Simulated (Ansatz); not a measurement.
CH₄ClN₃Si, SMILES `N#C[Si](N)(N)Cl`, relaxed with RKS PBE-D4/def2-SVP in Ansatz 0.2.0 from a rough embedded geometry. The force threshold is 0.03 eV/Å; the program also tests the step.

Charge 0, multiplicity 1.

Start:

```xyz
10

N    -2.926   -0.914    0.753
C    -1.745   -0.642    0.604
Si    0.080   -0.189    0.326
N     0.367    1.453    0.233
N     0.629   -0.463   -1.259
Cl    1.297   -1.113    1.637
H     1.327    1.518   -0.124
H     0.490    1.766    1.215
H     0.417   -1.490   -1.504
H     0.064    0.074   -1.880
```

```csv
step,energy (eV),largest force (eV/Å),largest move (Å)
1,-25948.1165,3.095,0.000
2,-25948.9033,1.094,0.195
3,-25949.0111,0.568,0.112
4,-25949.0676,0.565,0.153
5,-25949.1214,0.265,0.189
6,-25949.1265,0.096,0.052
7,-25949.1281,0.025,0.020
```

End:

```xyz
10

N    -2.762   -0.613    1.015
C    -1.634   -0.436    0.741
Si    0.146   -0.208    0.215
N     0.418    1.474    0.408
N     0.521   -0.669   -1.394
Cl    1.202   -1.536    1.428
H     1.334    1.863    0.172
H    -0.010    1.965    1.197
H     0.722   -1.648   -1.606
H     0.063   -0.193   -2.175
```

Run time 5.5 s (4 threads of a server CPU on a shared host); peak host memory 0.19 GiB.
